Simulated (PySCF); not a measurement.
RuF6, SMILES [F][Ru]([F])([F])([F])([F])[F] (connectivity only; charge and spin as stated), neutral, multiplicity 3.

Geometry optimised at PBE-D3(BJ)/def2-SVP. The multiplicity is an assumed one; other spin states were not compared. The isomer is the one that the SMILES or the coordinates give; other isomers of the formula were not compared. The def2 effective core potentials stand for the cores of Ru; spin–orbit coupling is left out.

Computed with B3LYP/def2-TZVP run with PySCF.

Gas-phase values at a fixed geometry.

Computed frontier levels, dipole moment and polarisability:
```yaml
"α spin, highest occupied and lowest empty level": -11.18 and -9.09 eV
"β spin, highest occupied and lowest empty level": -12.20 and -8.37 eV
dipole_moment: 0.00 D
quadrupole, principal values (traceless, Buckingham form, about the centre of nuclear charge): -0.02, -0.01, 0.03 D·Å
mean_static_polarisability: 52.7 bohr³ (7.80 Å³)
polarisability_principal_values: 52.4, 52.4, 53.1 bohr³
"⟨S²⟩": 2.008 (pure state 2.00)
```
